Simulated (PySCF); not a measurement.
# SMILES CC(C)CC[SiH2]F, C5H13FSi

Geometry:
```tsv
atom	x (Å)	y (Å)	z (Å)
C1	-1.465	1.050	-0.145
C2	-0.728	-0.260	-0.409
C3	-1.730	-1.366	-0.737
C4	0.132	-0.680	0.787
C5	1.257	0.298	1.137
Si6	2.497	0.650	-0.258
F7	1.907	1.827	-1.193
H8	-0.767	1.877	-0.040
H9	-2.131	1.280	-0.974
H10	-2.062	0.976	0.762
H11	-0.074	-0.118	-1.277
H12	-1.218	-2.301	-0.955
H13	-2.329	-1.095	-1.604
H14	-2.401	-1.532	0.104
H15	0.572	-1.658	0.572
H16	-0.518	-0.802	1.659
H17	1.797	-0.109	1.995
H18	0.823	1.240	1.477
H19	3.741	1.207	0.258
H20	2.692	-0.473	-1.163
```

Computed, not measured: GIAO HF/3-21G magnetisability, rotational g tensor and spin-rotation constants, non-relativistic, gas phase (PySCF 2.14.0). Geometry: GFN2-xTB.

Q: What are the magnetisability and the molar susceptibility?

A: Isotropic -1508 × 10⁻³⁰ J/T², or -90.8 × 10⁻⁶ cm³/mol; principal values -1546, -1532, -1447 × 10⁻³⁰ J/T², anisotropy 93 × 10⁻³⁰ J/T² (root of half the summed squared differences of the principal values). The susceptibility is in cgs units.

Q: Split it along the inertial axes a, b, c into diamagnetic and paramagnetic parts about the centre of mass, with the quadrupole moment.

A: 
| axis | χ (10⁻⁶ cm³/mol) | diamagnetic (10⁻⁶ cm³/mol) | paramagnetic (10⁻⁶ cm³/mol) | summed x² of all electrons (Å²) | quadrupole Θ (D Å) |
| --- | --- | --- | --- | --- | --- |
| a | -91.8 | -502.6 | 410.8 | 228.8 | -0.74 |
| b | -92.7 | -1171.5 | 1078.8 | 71.2 | -1.15 |
| c | -88.0 | -1272.8 | 1184.8 | 47.3 | +1.89 |

Anisotropies 2χaa − χbb − χcc = -2.9 and 2χbb − χaa − χcc = -5.6 × 10⁻⁶ cm³/mol. Θ is traceless in Buckingham's convention.

Q: And the rotational g tensor?

A: 
| axis | rotational constant (GHz) | g | nuclear part | electronic part |
| --- | --- | --- | --- | --- |
| a | 3.2885 | -0.0073 | 0.6273 | -0.6346 |
| b | 1.1650 | -0.0019 | 0.5885 | -0.5905 |
| c | 1.0491 | -0.0050 | 0.5790 | -0.5839 |

Asymmetric top; isotopes 12C, 19F, 1H, 28Si; no vibrational averaging.
